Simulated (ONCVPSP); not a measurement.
## Pseudopotential generation for Bi: ONCV, LDA (Perdew-Zunger), fully relativistic.

```
Element                 : Bi
Generator               : ONCVPSP 4.0.1
Type                    : optimised norm-conserving Vanderbilt (ONCV)
Functional              : LDA (Perdew-Zunger)
Relativity              : fully relativistic
Frozen core             : [Xe] 4f14 5d10
Valence charge          : 5
Reference configuration : 6s1.5 6p3.5
Partial waves           : 6s: rc 2.00 bohr, ncon 3, nbas 7, qcut 2.9 1/bohr, local; 6p: rc 2.30 bohr, ncon 3, nbas 7, qcut 3.5 1/bohr, 3 projectors, debl 2.1 Ha
Local potential         : the s channel
Core correction         : Teter function, fcfact 3.5, rcfact 1.15
```

Open shells are filled in proportion to 2j + 1.

All-electron outer shells of the reference configuration (LDA (Perdew-Zunger), scalar-relativistic, ld1.x):

| shell | level (eV) | outermost node (bohr) | outermost maximum (bohr) |
| --- | --- | --- | --- |
| 5p | -96.83 | 0.48 | 0.86 |
| 5d | -28.00 | 0.51 | 1.03 |
| 6s | -15.29 | 0.98 | 1.86 |
| 6p | -5.11 | 1.14 | 2.41 |

Calculated quality:

* Cutoffs needed: 28 Ha and 47 Ha (the cutoffs (Ha) at which the residual kinetic energy of the hardest occupied pseudo-wave falls to 1 and 0.1 mHa per electron)
* Ghost test: no bound ghost flagged; no localised positive-energy state flagged
* Largest excitation error: +27 meV (all-electron minus pseudo) for 6s2 6p1, out of 4 test configurations
* rms error of d²Exc/dni dnj: 14.17 mHa without and 8.84 mHa with the model core

Generation and tests took about 8.9 s on one core of a shared server CPU.
